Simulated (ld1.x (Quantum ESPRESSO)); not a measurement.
## Before and after: TM potential for manganese (Mn)

```
Element                 : Mn
Generator               : ld1.x (Quantum ESPRESSO) 7.5
Type                    : norm-conserving Troullier–Martins (Kleinman–Bylander form)
Functional              : LDA (PZ)
Relativity              : non-relativistic
Frozen core             : [Ne] 3s2
Valence charge          : 13
Reference configuration : 3p6 3d5 4s2 4p0
Partial waves           : 3p (bound): rc 1.25 bohr; 3d (bound): rc 1.50 bohr; 4s (bound): rc 2.40 bohr
Local potential         : the s channel
Core correction         : Bessel-smoothed model core inside 0.60 bohr
```

All-electron outer shells of the reference configuration (LDA (PZ), non-relativistic, ld1.x):

```tsv
shell	level (eV)	outermost node (bohr)	outermost maximum (bohr)
3s	-83.71	0.35	0.75
3p	-54.18	0.31	0.75
3d	-7.25	–	0.75
4s	-5.21	1.07	2.51
4p	-1.50	1.16	3.38
```

Change: core correction Bessel-smoothed model core inside 0.82 bohr.

Cutoffs: the cutoffs (Ry, on a coarse ladder) from which the occupation-weighted sum of valence levels, in a spherical-Bessel basis at the reference potential, stays within 10 and 1 mRy of its value at 400 Ry; they do not see the model core or the augmentation charge, which bear on the density cutoff. Errors are all-electron minus pseudo energies relative to the spin-unpolarised reference configuration.

How do hardness, ghosts and transferability respond?

The potential gets neither clearly harder nor softer (100 Ry and 160 Ry → 100 Ry and 160 Ry); the number of tests that count goes from 9 to 8; of the 8 tests that both files solve, the error grows in 2 and shrinks in 0 by more than 15 % and 0.3 meV (median size 241.0 → 271.2 meV); neither file shows a bound ghost at the reference potential, the only one tested. A wider model core is smoother and lowers the density cutoff, which this test does not measure.

```tsv
quantity	base	changed
cutoff, loose	100 Ry	100 Ry
cutoff, tight	160 Ry	160 Ry
bound ghosts	none	none
tests counted (converged, no solver errors)	9 of 9	8 of 9
error for 3p6 3d5 4s1 4p0, meV [ΔE 8.54 eV]	-4.4	-4.4
error for 3p6 3d5 4s0 4p0, meV [ΔE 24.23 eV]	-35	-35
error for 3p6 3d4 4s0 4p0, meV [ΔE 57.24 eV]	-206	-206
error for 3p6 3d3 4s0 4p0, meV [ΔE 108.56 eV]	-819	-817
error for 3p6 3d5 4s1.5 4p0, meV [ΔE 3.42 eV]	-0.7	-0.7
error for 3p6 3d5 4s0 4p2, meV [ΔE 7.85 eV]	-1591	-1591
error for 3p6 3d5 4s2 4p0 (spin-polarised), meV [ΔE -5.09 eV]	+292	+352
error for 3p6 3d5 4s1 4p0 (spin-polarised), meV [ΔE 2.42 eV]	+276	+336
s: phases at 2.58 bohr within 0.05 rad from the reference energy up to (Ry; the scan ends near 5)	2.6	2.6
p: phases at 2.58 bohr within 0.05 rad from the reference energy up to (Ry; the scan ends near 5)	-1.0	-1.0
d: phases at 2.58 bohr within 0.05 rad from the reference energy up to (Ry; the scan ends near 5)	0.4	0.4
```

Base: These tests converged, but a pseudo level misses the all-electron one widely, so the file describes the atom poorly there or has found another state: 3p6 3d4 4s0 4p0: empty 4p by 3.0 eV; 3p6 3d3 4s0 4p0: empty 4p by 4.7 eV (a node warning on the way). Changed file: Tests not counted: 3p6 3d4 4s2 4p1 (solver errors, printed error -1.2 eV). These tests converged, but a pseudo level misses the all-electron one widely, so the file describes the atom poorly there or has found another state: 3p6 3d4 4s0 4p0: empty 4p by 3.0 eV; 3p6 3d3 4s0 4p0: empty 4p by 4.7 eV (a node warning on the way).
